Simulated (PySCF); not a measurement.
PySCF job for AlF2, SMILES [F][Al][F], multiplicity 2, PBE0/pcH-1. The structure is a stationary point at ωB97X-D3(BJ)/def2-TZVP. The spin state was assumed, not searched. The isomer is the one that the SMILES or the coordinates give; other isomers of the formula were not compared.

```python
import numpy as np
from pyscf import gto, scf, dft
from pyscf.prop.hfc import uks as hfc
from pyscf.prop.gtensor import uks as gtensor

mol = gto.M(
    atom='''
    Al    0.00000000    0.00000000    0.48559545
    F     0.00000000   -1.42598964   -0.35070782
    F     0.00000000    1.42598964   -0.35070783
    ''',
    basis='pcH-1',
    charge=0,
    spin=1,
    max_memory=1600,
    verbose=3,
)
mf = dft.UKS(mol, xc='pbe0')
mf.grids.level = 3
mf.conv_tol = 1e-10
mf.max_cycle = 100
mf.kernel()
fine, coarse = mf.grids, dft.Grids(mol).set(level=1).build(with_non0tab=True)
for _ in range(3):  # follow internal instabilities
    mf.grids = coarse
    mo, _, stable, _ = mf.stability(return_status=True, nroots=4)
    mf.grids = fine
    if stable:
        break
    mf.kernel(mf.make_rdm1(mo, mf.mo_occ))
A = hfc.HFC(mf).make_fcdip(mf.make_rdm1())  # Fermi contact and dipolar terms, MHz
print('atom   A(iso)/MHz   principal dipolar parts/MHz')
for i, a in enumerate(A):
    w = np.linalg.eigvalsh((a + a.T) / 2)
    print(f'{mol.atom_symbol(i):2s}{i + 1:3d} {w.mean():12.2f}', (w - w.mean()).round(2))
gt = gtensor.GTensor(mf)
gt.dia_soc2e, gt.para_soc2e, gt.so_eff_charge = None, None, True
gt.max_cycle_cphf = 60
g = gt.kernel()
```

It prints:

```

WARN: HOMO -0.197790320538743 >= LUMO -0.1977903205388

converged SCF energy = -441.911998826358  <S^2> = 0.75102237  2S+1 = 2.0010221
<class 'pyscf.dft.uks.UKS'> wavefunction is stable in the internal stability analysis
atom   A(iso)/MHz   principal dipolar parts/MHz
Al  1      1610.32 [-39.98 -35.52  75.5 ]
F   2       373.46 [-140.1  -115.04  255.14]
F   3       373.46 [-140.1  -115.04  255.14]
SOC(1e)/OZ [-0.00162023 -0.00428857 -0.00095143]
free electron g 2.00231930436182
g-tensor total [2.00070499 1.9980505  2.00132583]
g-shift (ppt) [-1.61431041 -4.26880068 -0.9934793 ]
```

The calculation finished and met its thresholds.
